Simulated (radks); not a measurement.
Spherical quantum dot in the effective-mass picture: electrons in a parabolic well V = omega^2 r^2 / 2 with omega = 2.64, with a point charge +1 (a donor) at the centre, all in effective atomic units (hartree* = m*/eps^2 hartree, bohr* = eps/m* bohr), one dielectric constant everywhere. Method: non-relativistic Kohn-Sham, PBEsol, spin-polarised, spherical densities; computed with a radial shooting solver with Libxc functionals. Levels are named by radial order and angular momentum (1s, 1p, 1d, 2s, ...), and open shells are averaged over m.

N = 6, configuration 1s2 1p(up 3, down 1). This is the lowest configuration that the search found. Occupied and some empty levels:

level    occupation  eigenvalue (hartree*)  <r> (bohr*)
1s up             1                 7.7381       0.6959
1s down           1                 7.8716       0.6908
1p up             3                 10.309       0.9764
1p down           1                 10.471       0.9780
2s up             0                 12.402        1.053
2s down           0                 12.508        1.058
1d up             0                 12.686        1.166
1d down           0                 12.838        1.171
1f up             0                 15.090        1.321
1f down           0                 15.221        1.328

Energy (hartree*): total 40.0548, kinetic 15.852, external 10.245, Hartree 18.274, exchange-correlation -4.3157.
